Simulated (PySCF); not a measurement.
C4H12O2Si3: full NMR table

```yaml
Formula: C4H12O2Si3
SMILES: C/C(=C\C(=O)O)[SiH]([SiH3])[SiH3]
Point_group_of_the_computed_structure: C1
Degrees_of_unsaturation: 2
Carbon_signals: 4
Proton_signals: 5
```

Atom-mapped SMILES (the numbers label the heavy atoms): `[CH3:1]/[C:2](=[CH:3]\[C:4](=[O:5])[OH:6])[SiH:7]([SiH3:8])[SiH3:9]` (H(Xn): hydrogen on atom n).

- shielding tensors at PBE0/pcSseg-1 (GIAO)
- geometry from GFN2-xTB
- run in PySCF
- in vacuum, no relativistic terms, averaged over atoms made equivalent by symmetry, fast rotation or ring inversion, single conformer

δ = σ(ref) − σ, references computed at the same level: 1H (σ = 31.72 ppm), 13C (σ = 186.93 ppm), 29Si (σ = 349.16 ppm) vs TMS; 17O (σ = 336.08 ppm) against H2O.

```tsv
carbon	δC, type	δH (multiplicity)	HMBC from (2–3 bonds)	span of the C tensor (ppm)
C1	23.3, CH3	2.64 (s)	H(C3), H(Si7)	34
C2	176.1, C	–	H(C3), H(Si7), H(Si8)/H(Si9), H(C1)	270
C3	132.4, CH	6.59 (s)	H(Si7), H(C1)	187
C4	169.9, C	–	H(C3)	154
```

Other nuclei:
```
        atoms  nucleus                              environment  δ (ppm)  σ (ppm)
        H(O6)       1H      hydrogen on an acid hydroxyl oxygen     6.01    25.71
       H(Si7)       1H  hydrogen on a silicon bonded to C, 2 Si     4.36    27.36
H(Si8)/H(Si9)       1H       hydrogen on a silicon bonded to Si     3.59    28.13
          Si7     29Si             silicon bonded to C, 2 Si, H    -67.6    416.7
      Si8/Si9     29Si                silicon bonded to Si, 3 H   -113.7    462.9
           O5      17O                          carbonyl oxygen    431.3    -95.3
           O6      17O                     acid hydroxyl oxygen    222.6    113.5
```

Carbon types of the structure: 2 × C, 1 × CH, 1 × CH3, leaving 8 H on heteroatoms. δC 176.1: β carbon of a C=C–C=O unit; conjugation with the carbonyl draws π density from the β position. δC 169.9: carboxylic acid carbon; lone-pair donation from the attached heteroatom keeps it upfield of a ketone carbonyl. δC 132.4: α carbon of a C=C–C=O unit; an sp2 carbon of a C=C bond. δH 6.59: hydrogen on an α carbon of a C=C–C=O unit; a vinylic proton, deshielded by the sp2 carbon and the C=C anisotropy. δH 6.01: hydrogen on an acid hydroxyl oxygen; labile proton, position sensitive to the medium.

The OH or NH signal is concentration- and solvent-dependent in practice; the value given is the gas-phase one. Shifts are as computed. Against solution values, carbons near 30 ppm lie about +3 ppm off and those near 130 ppm about +5 ppm. Of 1309 compounds with measured shifts, 239 miss one by over three times the rms of a fit or turn the order of signals round; such compounds aren't used in these exercises. In solution the two oxygens of a carboxylic acid exchange roles by proton transfer and give one 17O line. Hydrogen bonding in solution shields acid and N–H amide carbonyl oxygens by tens of ppm. Hydrogen bonding in solution deshields acid and N–H amide carbonyl carbons by as much as 10 ppm beyond these values. Unscaled 17O shifts of doubly bonded oxygen tend to come out too high, by tens of ppm or more. Experimental scales use liquid or dissolved standards, which lie at an offset from isolated H2O (liquid H2O: subtract about 36 ppm). Multiplicities follow the n + 1 count of equivalent neighbours, as no J values were calculated; m marks all less simple cases, F and P coupling included.
